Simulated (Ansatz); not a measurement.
Ansatz (a first-principles code) input:
A basis named .json is the Basis Set Exchange file of that set.

Ansatz 0.2 input:
```yaml
crystal:
  periodic: [false, false, false]
  atoms:
    - {symbol: Si, position_ang: [1.19539252, -0.12168310, 0.01645495]}
    - {symbol: Si, position_ang: [-1.16229105, 0.12120571, -0.02749547]}
    - {symbol: H, position_ang: [2.12967456, 0.96629337, 0.36680398]}
    - {symbol: H, position_ang: [1.89726773, -1.39723520, -0.22779539]}
    - {symbol: H, position_ang: [-1.45318068, -0.20595896, 1.38667991]}
    - {symbol: H, position_ang: [-1.39983874, 1.52947855, -0.38173963]}
    - {symbol: H, position_ang: [-1.63734345, -0.88589432, -0.98938161]}
basis:
  gaussian:
    orbitals: cc-pV_T+d_Z.json
total_charge: 1
magnetization: {spin_polarized: false}
correlation: {method: ccsd_t, electrons: outside_noble_gas}
```

Question: Which total energy does the run end on?

Answer: -580.77339 Eh (CCSD(T)/cc-pV(T+d)Z). The basis has 148 functions.
